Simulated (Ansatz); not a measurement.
Geometry optimisation, RKS B3LYP/6-31G* (Ansatz 0.2.0).

Input:

```yaml
crystal:
  periodic: [false, false, false]
  atoms:
    - { symbol: B, position_ang: [-0.055339, -0.014383, 0.176474] }
    - { symbol: "N", position_ang: [-0.049035, -0.29141, 1.642134] }
    - { symbol: H, position_ang: [-0.780205, -0.837958, 2.078991] }
    - { symbol: H, position_ang: [0.840288, -0.400039, 2.108842] }
    - { symbol: H, position_ang: [0.962193, 0.295863, -0.358567] }
    - { symbol: "N", position_ang: [-1.241018, -0.188209, -0.581158] }
    - { symbol: H, position_ang: [-2.093203, -0.593846, -0.219193] }
    - { symbol: H, position_ang: [-1.251383, -0.064538, -1.582302] }
    - { symbol: O, position_ang: [-0.647064, 2.490318, 0.688379] }
    - { symbol: H, position_ang: [-1.326489, 2.012241, 0.187999] }
    - { symbol: H, position_ang: [-0.531446, 1.908962, 1.477203] }
basis:
  gaussian: { orbitals: "6-31G*" }
hamiltonian:
  xc: b3lyp
relax:
  f_tol: 0.03
  max_steps: 50
```

Run as:

```bash
$ ansatz run input.yaml --threads 1 --pin off --max-ram 2048MiB --backend cpu --events-out ev --progress --plain --runs-dir out
```

Q: Where does it end, and by what steps?

A: The forces met the threshold. The force dipped under the threshold on the way, but the program's further checks kept it going. After 37 steps the energy has fallen by 0.231 eV; H5 moved furthest, 1.16 Å.

```tsv
step	energy less start (eV)	largest force component (eV/Å)	accepted
0	0.0000	1.724	yes
2	-0.1180	1.927	yes
4	-0.1779	0.194	yes
6	-0.1841	0.122	yes
8	-0.1441	1.309	no
10	-0.1941	0.090	yes
12	-0.1980	0.171	yes
14	-0.2042	0.159	yes
16	-0.2081	0.197	yes
18	-0.2109	0.250	yes
20	-0.2156	0.382	yes
22	-0.1598	1.804	no
24	-0.2196	0.139	yes
26	-0.2243	0.290	yes
28	-0.1897	1.386	no
30	-0.2265	0.461	no
32	-0.2300	0.035	yes
34	-0.2299	0.040	no
36	-0.2305	0.067	yes
37	-0.2305	0.024	yes
```

```xyz
11
Properties=species:S:1:pos:R:3
B 0.113 -0.448 0.082
N 0.190 -0.162 1.487
H -0.647 -0.164 2.059
H 1.004 -0.451 2.010
H 1.094 -0.847 -0.481
N -1.072 -0.223 -0.645
H -1.864 0.263 -0.241
H -1.134 -0.370 -1.640
O -1.618 2.193 1.218
H -1.491 2.764 0.444
H -0.748 1.762 1.327
```

Whether the end is a true minimum wasn't checked by a vibrational analysis.

Time of the run: 52 s on 1 thread of AMD EPYC 9R45 96-Core Processor (Zen 5), with other jobs on the host, peak memory 0.18 GiB.
